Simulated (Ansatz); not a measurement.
**H$_{2}$ ··· AlCl$_{3}$**

The pair of H$_{2}$ (SMILES [H][H], atoms 1–2) and AlCl$_{3}$ (SMILES Cl[Al](Cl)Cl, atoms 3–6), both closed shells, in one local arrangement (a lower one may exist), relaxed at PBE0-D4/def2-TZVP:

```
atom    x (Å)    y (Å)    z (Å)
  H1   0.5334   0.2265  -1.4812
  H2  -0.2063   0.3736  -1.5436
 Cl3  -1.3279  -1.7594   0.3721
 Al4  -0.0723  -0.1299   0.6556
 Cl5   1.9697  -0.4347   0.8976
 Cl6  -0.8965   1.7239   1.0994
```

Program: Ansatz 0.2.0. Basis: def2-TZVPPD, with def2-QZVPPD for the basis limit. Cores are frozen in the correlated methods. B3LYP uses VWN-RPA correlation. Extrapolation: Hartree–Fock as exp(−7.88 √X), correlation as X^−2.97. Interaction energies count from these two fragments, frozen as in the pair, with the counterpoise correction; negative means bound.

Question: What is the interaction energy by CCSD(T) at an estimated basis limit (MP2 extrapolated from triple and quadruple zeta, plus CCSD(T) − MP2 in triple zeta)? (Judge from chemistry; the value comes from the calculation.)

Answer: Computed: -3.13 kcal/mol. Hartree–Fock alone gives -0.30 kcal/mol at the basis limit. It counts from the two fragments frozen as in the pair.

The same quantity by other methods in triple zeta, and each one's difference from that estimate:
| method | E_int (kcal/mol) | difference |
| --- | --- | --- |
| PBE-D4 | -3.52 | -0.39 |
| revPBE-D4 | -2.71 | 0.42 |
| BLYP-D4 | -1.62 | 1.51 |
| r2SCAN-D4 | -3.52 | -0.39 |
| B97M-V | -2.84 | 0.29 |
| PBE0-D4 | -3.98 | -0.85 |
| B3LYP-D4 | -2.44 | 0.69 |
| HSE06-D4 | -3.91 | -0.78 |
| wB97X-V | -3.61 | -0.48 |
| wB97M-V | -3.64 | -0.51 |
| B2PLYP | -1.74 | 1.40 |
| HF | -0.25 | 2.88 |
| MP2 | -2.59 | 0.54 |
| CCSD | -2.18 | 0.96 |
| CCSD(T) | -2.38 | 0.75 |
Differences are method less estimate.

Energy to bend the free fragments (PBE0-D4 minima) into their shapes in the pair, CCSD(T)/def2-TZVPPD: H$_{2}$ 0.07 kcal/mol; AlCl$_{3}$ 0.68 kcal/mol. This must be added to the interaction energy to get the binding energy from relaxed fragments.

Basis-set superposition shift (counterpoise-corrected less uncorrected): CCSD(T) 0.63; MP2 0.62; HF 0.13; PBE0-D4 0.13; wB97M-V 0.12 kcal/mol.

No T1 diagnostic of these runs exceeds 0.010.

For scale, one of the runs: CCSD(T)/def2-TZVPPD, 235 basis functions, launched by `ansatz run in.yaml --threads 4 --pin off --events-out ev --progress --plain --max-ram 9574MiB`. The run took 53 s on 4 CPU threads of an Arm Neoverse V2 (shared host), with 3.7 GiB of host memory at its peak.
